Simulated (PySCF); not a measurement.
Cl2H4OSi2, SMILES [SiH3]O[SiH](Cl)Cl.

Coordinates come from a ωB97X-D3(BJ)/def2-SVP optimisation. One conformer was computed; it need not be the lowest.

Calculation: PySCF with TDDFT-ωB97X/def2-SVPD.

Vertical excitations. Gas-phase values at a fixed geometry.

```
state  energy (eV)  λ (nm)      f                                                                      main pairs
-----  -----------  ------  -----  ------------------------------------------------------------------------------
S1            8.00     155  0.000            HOMO→LUMO 55 %, HOMO−1→LUMO 11 %, HOMO−2→LUMO 10 %, HOMO−4→LUMO 10 %
S2            8.19     151  0.003                            HOMO−1→LUMO 39 %, HOMO−3→LUMO 20 %, HOMO−2→LUMO 19 %
S3            8.54     145  0.023        HOMO→LUMO+2 24 %, HOMO→LUMO+1 24 %, HOMO−2→LUMO+2 7 %, HOMO−1→LUMO+1 6 %
S4            8.73     142  0.001   HOMO−4→LUMO+1 22 %, HOMO−4→LUMO+2 18 %, HOMO−2→LUMO+2 10 %, HOMO−2→LUMO+1 9 %
S5            8.77     141  0.059  HOMO−3→LUMO+2 25 %, HOMO−3→LUMO+1 25 %, HOMO−1→LUMO+1 11 %, HOMO−1→LUMO+2 10 %
S6            9.01     138  0.037       HOMO→LUMO+3 29 %, HOMO−2→LUMO+3 8 %, HOMO−5→LUMO+2 7 %, HOMO−5→LUMO+1 7 %
S7            9.08     136  0.010             HOMO→LUMO 18 %, HOMO−2→LUMO 16 %, HOMO−1→LUMO 14 %, HOMO→LUMO+2 7 %
S8            9.16     135  0.044         HOMO−4→LUMO 11 %, HOMO−3→LUMO+3 9 %, HOMO−3→LUMO 9 %, HOMO−2→LUMO+3 8 %
S9            9.22     134  0.080        HOMO−3→LUMO 14 %, HOMO−4→LUMO 11 %, HOMO−4→LUMO+3 7 %, HOMO−1→LUMO+3 6 %
S10           9.27     134  0.003      HOMO→LUMO+6 11 %, HOMO−1→LUMO+5 11 %, HOMO−2→LUMO+5 8 %, HOMO−3→LUMO+5 6 %
T1            7.64     162      0             HOMO→LUMO 51 %, HOMO−1→LUMO 11 %, HOMO−2→LUMO 10 %, HOMO−4→LUMO 9 %
T2            7.81     159      0           HOMO−1→LUMO 36 %, HOMO−3→LUMO 20 %, HOMO−2→LUMO 19 %, HOMO−5→LUMO 5 %
T3            8.00     155      0       HOMO→LUMO+2 21 %, HOMO→LUMO+1 20 %, HOMO−2→LUMO+2 13 %, HOMO−2→LUMO+1 9 %
T4            8.18     152      0  HOMO−3→LUMO+2 24 %, HOMO−3→LUMO+1 19 %, HOMO−1→LUMO+2 13 %, HOMO−1→LUMO+1 12 %
```
Triplets are in the Tamm–Dancoff approximation, which puts them higher than full response would, so one can lie above its singlet here.
